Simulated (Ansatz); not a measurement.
Ansatz (an electronic-structure program) input (BLYP/6-31G* with LANL2DZ past Ar): The .json file joins the Basis Set Exchange's 6-31G* for atoms up to Ar and LANL2DZ past it.

Ansatz 0.2 input:
```yaml
crystal:
  periodic: [false, false, false]
  atoms:
    - {symbol: Sn, position_ang: [0.00434600, -0.00040800, 0.04862400]}
    - {symbol: H, position_ang: [-0.12919600, -1.28652500, -1.22463600]}
    - {symbol: H, position_ang: [-0.08808600, 1.30690400, -1.20657100]}
basis:
  gaussian:
    orbitals: 6-31Gs+LANL2DZ.json
hamiltonian:
  xc: {name: BLYP}
total_charge: -1
magnetization: {spin_polarized: true, initial_magnetization: 1}
output: {forces: true}
```

Output:

```
Functional definition: BLYP
integrals: 0.00 GiB planned
186 factors; integrals over basis functions are off by at most 2.6e-4 eV
mean field: 0.05 GiB planned
mean field evaluation 1: about -122.9576 eV, gradient 4.6e0 eV
mean field evaluation 2: about -122.9747 eV, gradient 4.1e0 eV
mean field evaluation 4: about -123.1674 eV, gradient 5.3e-1 eV
mean field evaluation 8: about -123.1678 eV, gradient 2.3e-2 eV
mean field -123.16777475 eV, -4.5263322358 hartree, gradient 1.9e-5 eV, S^2 0.751416; 0 other end points of the search recorded, 0 dependent functions left out
the calculation of the forces begins
reference -123.16801873 eV, -4.5263412020 hartree; 4, 3 occupied and 8, 9 virtual orbitals, 186 factors
Total energy: -123.16801873 eV, -4.5263412020 hartree
Atom 0 at     0.004346    -0.000408     0.048624 Å, force     0.029195    -0.002738     0.326669 eV/Å
Atom 1 at    -0.129196    -1.286525    -1.224636 Å, force    -0.016664    -0.129016    -0.164243 eV/Å
Atom 2 at    -0.088086     1.306904    -1.206571 Å, force    -0.012531     0.131755    -0.162426 eV/Å
Dipole moment:     0.016570    -0.001554     0.185409 e Å
```

The dipole moment of an ion depends on the origin.

The geometry given is a B3LYP-D3(BJ)/def2-TZVP minimum.
